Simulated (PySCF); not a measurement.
Cl$_{2}$Se, charge +1, doublet, geometry from GFN2-xTB (a state made from the parent by changing its charge; the spin is typed, not shown lowest). Base run: TPSS/6-31G* in PySCF.

Input for PySCF:
```python
from pyscf import gto, scf, dft

mol = gto.Mole()
mol.atom = '''
    Se    0.00125977    0.00114573    0.64595924
    Cl    1.04566240    1.26466714   -0.65024613
    Cl   -1.04818193   -1.26695861   -0.64167234
'''
mol.basis = '6-31g*'
mol.charge = 1
mol.spin = 1
mol.verbose = 5
mol.build()

mf = dft.UKS(mol)
mf.xc = 'tpss'
mf.kernel()
```

Variants of this job, named by their change:

| change | ΔE vs base (mEh) | fitting functions |
|---|---|---|
| base | 0.000 | - |
| auxbasis = even-tempered beta=2.0 | -0.109 | 647 |
| auxbasis = default (with mf = mf.density_fit()) | -0.220 | 395 |
| auxbasis = cc-pvtz-ri | -9529.6 | 410 |
| auxbasis = def2-svp-ri | -10694.1 | 251 |
| auxbasis = def2-universal-jfit | -0.285 | 160 |
| auxbasis = autoaux | -0.111 | 628 |
| auxbasis = cc-pvdz-jkfit | -0.220 | 395 |
| auxbasis = even-tempered beta=1.6 | -0.008 | 962 |
| auxbasis = cc-pvqz-jkfit | -0.115 | 514 |

A fitting set is made for a task (jfit for Coulomb, jkfit for Coulomb and exchange, ri for correlation) and for a family of orbital bases.

Open shells are given as the SCF converged; they aren't shown to be the lowest states, and a large step between rows can be another state.
